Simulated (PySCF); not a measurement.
C2H11OPSi2.
Structure used (PBE0-D3(BJ)/def2-SVP), in Å, numbered top down from 1:
```
atom  x, y, z in Å
C1    -1.4779   -0.1749   -1.0164
C2    -1.4845    0.0182    0.4843
O3    -0.1749   -0.0039    1.0109
Si4    0.5996   -1.3430    1.6333
P5     2.8216   -1.0285    1.5443
Si6    2.7549    0.2671   -0.3180
H7    -2.4999   -0.1188   -1.4216
H8    -0.8687    0.6028   -1.5008
H9    -1.0561   -1.1554   -1.2869
H10   -1.9240    0.9963    0.7417
H11   -2.1201   -0.7495    0.9666
H12    0.2637   -2.5525    0.8170
H13    0.1917   -1.5944    3.0497
H14    2.8181    0.0674    2.4620
H15    2.0585    1.5703   -0.1246
H16    4.1641    0.5308   -0.7412
H17    2.0784   -0.5212   -1.3919
```

The closed-shell ground state was solved at several levels (PySCF, density fitting, gas phase, non-relativistic).

```csv
level,basis functions,total energy (Eh),HOMO (eV),LUMO (eV),gap (eV),dipole (D)
CAM-B3LYP/def2-SVPD,223,-1077.9768,-8.64,0.76,9.40,1.71
PBE0/pcSseg-1,178,-1077.8178,-7.45,0.00,7.45,2.05
```

Task: What might CAM-B3LYP/pcSseg-1 (178 basis functions) give for the same quantities?

Result: Total energy -1078.3225 Eh, HOMO -8.66 eV, LUMO 1.08 eV, gap 9.74 eV, dipole 2.03 D.

Task: Over all these levels, which gives the widest orbital gap and which the narrowest?

Result: CAM-B3LYP/pcSseg-1 (range-separated hybrid) has the widest, 9.74 eV, and PBE0/pcSseg-1 (global hybrid, 25 % exact exchange) the narrowest, 7.45 eV. The two share the basis. From the narrowest to the widest the HOMO moves by -1.21 eV and the LUMO by +1.08 eV.

Task: How far do the dipole and the HOMO energy spread over the levels?

Result: The dipole runs from 1.71 to 2.05 D (mean 1.93 D) and the HOMO from -8.66 to -7.45 eV.

One conformer stands for the species.
